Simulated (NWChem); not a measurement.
System: CH3AlClI; SMILES [CH3][Al]([Cl])[I]

Output (shortened):

```
             Northwest Computational Chemistry Package (NWChem) 7.3.0
             --------------------------------------------------------

 C1  symmetry detected

                             Geometry "geometry" -> ""
                             -------------------------

 Output coordinates in angstroms (scale by  1.889725989 to convert to a.u.)

  No.       Tag          Charge          X              Y              Z
 ---- ---------------- ---------- -------------- -------------- --------------
    1 Al                  13.0000    -0.44956923     1.05985493     0.00506670
    2 Cl                  17.0000     1.13757912     2.44105476    -0.00101662
    3 I                   53.0000     0.15461526    -1.33412636    -0.00010147
    4 C                    6.0000    -2.28724637     1.66902984    -0.00122192
    5 H                    1.0000    -2.99734072     0.85042129     0.18835223
    6 H                    1.0000    -2.52986465     2.11365366    -0.98108844
    7 H                    1.0000    -2.43837034     2.45439798     0.75686095

 Effective nuclear repulsion energy (a.u.)     449.7326059801

                                 NWChem DFT Module
                                 -----------------

 Summary of "ao basis" -> "ao basis" (spherical)
 ------------------------------------------------------------------------------
       Tag                 Description            Shells   Functions and Types
 ---------------- ------------------------------  ------  ---------------------
 Al                         def2-svp                 8       18   4s3p1d
 Cl                         def2-svp                 8       18   4s3p1d
 I                          def2-svp                10       26   4s4p2d
 C                          def2-svp                 6       14   3s2p1d
 H                          def2-svp                 3        5   2s1p

            General Information
            -------------------
          SCF calculation type: DFT
          Wavefunction type:  closed shell.
          No. of atoms     :     7
          No. of electrons :    64
           Alpha electrons :    32
            Beta electrons :    32
          Charge           :     0
          Spin multiplicity:     1
          Use of symmetry is: off; symmetry adaption is: off
          Maximum number of iterations: 150
          AO basis - number of functions:    91
                     number of shells:    41
          Convergence on energy requested:  1.00D-06
          Convergence on density requested:  1.00D-05
          Convergence on gradient requested:  5.00D-04

              XC Information
              --------------
                        BHLYP Method XC Functional
                     Hartree-Fock (Exact) Exchange  0.500
                        Slater Exchange Functional  0.500 local
                    Becke 1988 Exchange Functional  0.500 non-local
              Lee-Yang-Parr Correlation Functional  1.000

             Grid Information
             ----------------
          Grid used for XC integration:  medium
          Radial quadrature: Mura-Knowles
          Angular quadrature: Lebedev.
          Tag              B.-S. Rad. Rad. Pts. Rad. Cut. Ang. Pts.
          ---              ---------- --------- --------- ---------
          Al                  1.25       88           9.0       590
          Cl                  1.00       88          11.0       590
          I                   1.40      123          12.0       590
          C                   0.70       49          11.0       434
          H                   0.35       45          12.0       434
          Grid pruning is: on
          Number of quadrature shells:   483
          Spatial weights used:  Erf1

      Superposition of Atomic Density Guess
      -------------------------------------

 Sum of atomic energies:       -1087.36470384

      Non-variational initial energy
      ------------------------------

 Total energy =   -1038.028596
 1-e energy   =   -2086.694686
 2-e energy   =     774.837202
 HOMO         =      -0.352599
 LUMO         =       0.003315

     ---------------------------------------------
      Total Density - Mulliken Population Analysis
     ---------------------------------------------

    Atom       Charge   Shell Charges
 -----------   ------   -------------------------------------------------------
    1 Al  13    11.82   2.00  1.99  0.82  0.09  5.93  0.53  0.31  0.16
    2 Cl  17    17.48   2.00  1.99  1.23  0.71  5.94  2.19  3.41  0.01
    3 I   25    25.43   1.83  0.22  1.23  0.68  2.92  3.13  2.68  2.74  9.82  0.19
    4 C    6     6.69   1.99  0.96  0.30  2.13  1.30  0.01
    5 H    1     0.86   0.65  0.18  0.03
    6 H    1     0.86   0.65  0.18  0.03
    7 H    1     0.86   0.65  0.18  0.03

   convergence    iter        energy       DeltaE   RMS-Dens  Diis-err
 ---------------- ----- ----------------- --------- --------- ---------
 d= 0,ls=0.0,diis     1  -1040.0228012261 -1.31D+03  8.79D-03  2.50D-01
 d= 0,ls=0.0,diis     2  -1040.0470781198 -2.43D-02  4.20D-03  9.79D-02
 d= 0,ls=0.0,diis     3  -1040.0626755355 -1.56D-02  7.43D-04  4.56D-03
 d= 0,ls=0.0,diis     4  -1040.0634571038 -7.82D-04  1.27D-04  6.51D-05
 d= 0,ls=0.0,diis     5  -1040.0634658025 -8.70D-06  3.78D-05  1.54D-05
  Resetting Diis
 d= 0,ls=0.0,diis     6  -1040.0634680836 -2.28D-06  7.27D-06  4.01D-07
 d= 0,ls=0.0,diis     7  -1040.0634681434 -5.98D-08  2.45D-06  1.85D-08

         Total DFT energy =    -1040.063468143444
      One electron energy =    -2089.636994451915
           Coulomb energy =      851.457758967206
    Exchange-Corr. energy =      -75.713121211988
 Nuclear repulsion energy =      273.828888553252

 Numeric. integr. density =       64.000002046544

                       DFT Final Molecular Orbital Analysis
                       ------------------------------------

[...]
```

Level: BHandHLYP/def2-SVP with def2 effective core potentials on I. Structure relaxed at the PBE0/def2-SVP level. def2 effective core potentials on I; no spin-orbit coupling.

### Question
Which NWChem input produces such a log?

### Answer
Several could match; the one computed here: the input that was run:
```
start job
memory heap 200 mb stack 900 mb global 1100 mb
geometry units angstroms noautoz
  Al    -0.469647     1.057888     0.005117
  Cl     1.091583     2.468308    -0.003016
  I      0.178837    -1.324462    -0.004317
  C     -2.318320     1.632864     0.003838
  H     -3.012656     0.801002     0.194089
  H     -2.571450     2.074036    -0.974929
  H     -2.482206     2.414420     0.763208
end
basis spherical
  Al library def2-svp
  Cl library def2-svp
  I library def2-svp
  C library def2-svp
  H library def2-svp
end
ecp
  I library def2-ecp
end
dft
  xc bhlyp
  iterations 150
  mulliken
end
task dft energy
```
